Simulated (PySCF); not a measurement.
**Radial density of Zn (zinc, neutral)**

MN15, [Ar] 3d9 4s2 4p1, one real determinant (an excited configuration). Calculation: PySCF 2.14, in ANO-RCC-VTZP (6s5p3d2f1g, 59 functions); the spin-free X2C one-electron Hamiltonian (Gaussian nucleus).

```json
{"r (bohr)": "0.000893", "4πr²ρ (e/bohr)": "0.2895", "4πr²(ρα − ρβ)": "0.0000"}
{"r (bohr)": "0.00150", "4πr²ρ (e/bohr)": "0.7203", "4πr²(ρα − ρβ)": "0.0000"}
{"r (bohr)": "0.00253", "4πr²ρ (e/bohr)": "1.753", "4πr²(ρα − ρβ)": "0.0000"}
{"r (bohr)": "0.00425", "4πr²ρ (e/bohr)": "4.116", "4πr²(ρα − ρβ)": "0.0000"}
{"r (bohr)": "0.00715", "4πr²ρ (e/bohr)": "9.100", "4πr²(ρα − ρβ)": "-0.0001"}
{"r (bohr)": "0.0120", "4πr²ρ (e/bohr)": "18.09", "4πr²(ρα − ρβ)": "-0.0001"}
{"r (bohr)": "0.0202", "4πr²ρ (e/bohr)": "29.93", "4πr²(ρα − ρβ)": "0.0000"}
{"r (bohr)": "0.0340", "4πr²ρ (e/bohr)": "36.70", "4πr²(ρα − ρβ)": "0.0012"}
{"r (bohr)": "0.0572", "4πr²ρ (e/bohr)": "31.41", "4πr²(ρα − ρβ)": "0.0065"}
{"r (bohr)": "0.0963", "4πr²ρ (e/bohr)": "31.76", "4πr²(ρα − ρβ)": "0.0262"}
{"r (bohr)": "0.162", "4πr²ρ (e/bohr)": "42.08", "4πr²(ρα − ρβ)": "0.1205"}
{"r (bohr)": "0.272", "4πr²ρ (e/bohr)": "24.95", "4πr²(ρα − ρβ)": "0.5126"}
{"r (bohr)": "0.458", "4πr²ρ (e/bohr)": "22.22", "4πr²(ρα − ρβ)": "1.1484"}
{"r (bohr)": "0.771", "4πr²ρ (e/bohr)": "19.02", "4πr²(ρα − ρβ)": "0.9741"}
{"r (bohr)": "1.30", "4πr²ρ (e/bohr)": "4.860", "4πr²(ρα − ρβ)": "0.4087"}
{"r (bohr)": "2.18", "4πr²ρ (e/bohr)": "1.686", "4πr²(ρα − ρβ)": "0.3610"}
{"r (bohr)": "3.67", "4πr²ρ (e/bohr)": "0.5298", "4πr²(ρα − ρβ)": "0.2312"}
{"r (bohr)": "6.17", "4πr²ρ (e/bohr)": "0.04631", "4πr²(ρα − ρβ)": "0.0379"}
{"r (bohr)": "10.4", "4πr²ρ (e/bohr)": "0.0006787", "4πr²(ρα − ρβ)": "0.0007"}
```

Densities and radii are taken from the X2C orbitals without a picture-change correction, which distorts them close to the nucleus.

⟨L²⟩ = 7.99 against 12 for a pure F term, so this real determinant mixes terms.
